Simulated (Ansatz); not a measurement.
Cost and result for the atomization energy of `C1[O][Zn][O]1` (6 atoms, 6 bonds).

Total charge 0; spin multiplicity 1. For Zn the d shell is correlated and the shells below it are frozen. Scalar relativity is left out up to krypton. The geometry is a stationary point of PBE0-D4/def2-TZVP. Program: Ansatz. Hardware: A = 2 threads of an AMD EPYC 7R13 on a shared host; B = 2 threads of an AMD EPYC 7R13 on a shared host and a share of an NVIDIA H100 80 GB. Times are those of one run each, without the atoms' runs, and a repeat can differ threefold. Electronic energies, without spin–orbit coupling; frozen cores. CCSD(T)/CBS adds CCSD(T) − MP2 in def2-TZVPP to the MP2 limit, and its time is that of the two runs behind it. T1 = 0.024. With those shells the extrapolation isn't a true limit. B3LYP takes the VWN-RPA correlation (the form of Gaussian; ORCA's B3LYP/G).

CCSD(T)/CBS is a level of theory with its own doubt, some kJ/mol a heavy atom from the limit and from the frozen cores, so smaller differences don't rank the functionals.

| level | functions | wall time | atomization (kcal/mol) | difference from CCSD(T)/CBS | per bond |
| --- | --- | --- | --- | --- | --- |
| CCSD(T)/def2-SVP [A] | 83 | 2 s | 421.4 | -37.4 | -6.2 |
| PBE0-D4/def2-TZVPP [A] | 185 | 2.7 s | 455.5 | -3.3 | -0.5 |
| BHLYP-D4/def2-TZVPP [A] | 185 | 2.7 s | 419.0 | -39.8 | -6.6 |
| LDA (SPW92)/def2-TZVPP [A] | 185 | 2.8 s | 560.3 | 101.5 | 16.9 |
| B3LYP-D4/def2-TZVPP (with forces) [A] | 185 | 3.7 s | 448.6 | -10.2 | -1.7 |
| B2PLYP/def2-TZVPP [A] | 185 | 4.9 s | 449.9 | -8.9 | -1.5 |
| revPBE-D4/def2-TZVPP [A] | 185 | 5 s | 458.8 | 0.0 | 0.0 |
| r2SCAN-D4/def2-TZVPP (with forces) [A] | 185 | 6 s | 462.5 | 3.7 | 0.6 |
| CCSD(T)/def2-TZVPP [B] | 185 | 6 s | 441.8 | -17.0 | -2.8 |
| ωB97X-V/def2-TZVPP [A] | 185 | 6.5 s | 458.0 | -0.8 | -0.1 |
| B97M-V/def2-TZVPP [A] | 185 | 9.5 s | 453.5 | -5.3 | -0.9 |
| CCSD(T)/def2-QZVPP [B] | 331 | 12 s | 452.7 | -6.1 | -1.0 |
| CCSD(T)/CBS(def2) | – | 18 s | 458.8 | 0.0 | 0.0 |

The D4 term adds +3.9 kcal/mol with B3LYP and +1.9 kcal/mol with PBE0; it sums over pairs of atoms, weighted by their polarisabilities, and B3LYP, whose exchange is more repulsive, gets the larger term. In def2-TZVPP, CCSD(T) changes the Hartree–Fock value by +171.3 kcal/mol (the triples alone add +14.0 kcal/mol) and MP2 by +194.6 kcal/mol; breaking electron pairs costs correlation energy, which Hartree–Fock lacks. Leaving LDA and LC-ωPBE aside and taking each functional with its dispersion term where it has one, the values, not all of them listed here, spread over 59.2 kcal/mol, from BHLYP-D4 to PBE-D4. LDA lies +84.5 kcal/mol from PBE without D4, its usual overbinding.
